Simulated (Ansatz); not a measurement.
`C=CBCl` + `COCO` → `C=COCOC` + `BCl`  (substitution at a C–B bond)

Computed with Ansatz on PBE0-D4/def2-TZVP structures; ΔE is electronic, products minus reactants. CCSD(T)/CBS adds triple-zeta CCSD(T) − MP2 to the extrapolated MP2 energy (def2 sets, frozen cores). This one scheme is used for every species. DFT in def2-TZVPP. B3LYP here is the variant with VWN-RPA as its local correlation; programs differ in this. One conformer a species, not always the lowest.

`C=CBCl`:

```xyz
8

C    -0.615   -0.795   -0.824
C     0.345    0.038   -0.409
B     0.273    0.647    0.994
Cl    1.513    1.741    1.566
H    -1.450   -1.049   -0.177
H    -0.610   -1.253   -1.809
H     1.167    0.271   -1.083
H    -0.623    0.400    1.743
```

`COCO`:

Cartesian coordinates in Å:
```
C 1.057 -0.731 -0.384
O 0.022 0.097 -0.865
C -0.599 0.839 0.133
O -1.337 0.061 1.029
H 1.480 -1.249 -1.244
H 1.844 -0.135 0.097
H 0.684 -1.466 0.335
H -1.231 1.563 -0.392
H 0.141 1.367 0.749
H -2.061 -0.346 0.542
```

`C=COCOC`:

Z-matrix (Å, degrees):
```
C
O 1 1.382
O 1 1.406 2 113.3
H 1 1.096 2 111.7 3 -118.0
H 1 1.095 2 106.1 3 121.4
C 2 1.412 1 113.5 3 65.8
C 3 1.356 1 115.1 2 68.7
H 6 1.098 2 110.9 1 57.3
H 6 1.094 2 111.5 1 -64.2
H 6 1.089 2 107.0 1 176.2
C 7 1.324 3 122.4 1 -172.7
H 7 1.088 3 115.2 1 7.5
H 11 1.081 7 119.6 3 -178.4
H 11 1.083 7 121.5 3 1.2
```

`BCl`:

Cartesian coordinates in Å:
```
B -0.099 0.111 -0.035
Cl 1.025 -1.146 0.366
H -0.035 0.596 -1.120
H -0.891 0.440 0.790
```

```
             level  ΔE (kJ/mol)  difference from CCSD(T)/CBS
            PBE-D4         80.8                         -5.3
         r2SCAN-D4         80.7                         -5.4
           PBE0-D4         83.2                         -2.9
          B3LYP-D4         80.0                         -6.1
           ωB97X-V         77.2                         -8.9
           ωB97M-V         81.7                         -4.4
            B2PLYP         83.2                         -2.9
               PBE         82.2                         -3.9
            r2SCAN         81.5                         -4.6
              PBE0         84.6                         -1.5
             B3LYP         81.7                         -4.4
     HF/def2-TZVPP         81.4                         -4.7
    MP2/def2-TZVPP         87.4                          1.3
SCS-MP2/def2-TZVPP         83.9                         -2.2
   CCSD/def2-TZVPP         83.7                         -2.4
CCSD(T)/def2-TZVPP         83.2                         -2.9
     HF/def2-QZVPP         81.1                         -5.0
    MP2/def2-QZVPP         88.9                          2.8
SCS-MP2/def2-QZVPP         85.7                         -0.4
      HF/CBS(def2)         81.1                         -5.0
     MP2/CBS(def2)         90.3                          4.2
    CCSD/CBS(def2)         86.6                          0.5
       CCSD(T)/CBS         86.1                            0
```

Largest T1 diagnostic among the species: 0.012.
